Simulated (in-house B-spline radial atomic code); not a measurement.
**Mn5+: [Ar] 3d2**

Computed with an all-electron radial atomic-structure program (B-spline basis): non-relativistic CAM-B3LYP, spin-polarised, spherical fractional occupations, exact exchange averaged over the configuration, point nucleus.

Effective charges: Z_r = [3n² - l(l+1)]/(2<r>) from the radius, Z_e = n√(-2ε) from the energy, and Slater's rules. Values are occupation-weighted means over spin.

```csv
shell,electrons,ε (eV),<r> (bohr),Z_r,Z_e,Slater
1s,2,-6495.6,0.06156,24.37,21.85,24.70
2s,2,-833.56,0.2821,21.27,15.65,20.85
2p,6,-726.62,0.248,20.16,14.62,20.85
3s,2,-169.71,0.8282,16.30,10.60,13.75
3p,6,-137.6,0.8548,14.62,9.54,13.75
3d,2,-88.818,0.9014,11.65,7.66,6.65
```

The least bound orbital is 3d up at -88.82 eV, and it is also the most diffuse (<r> = 0.9014 bohr).
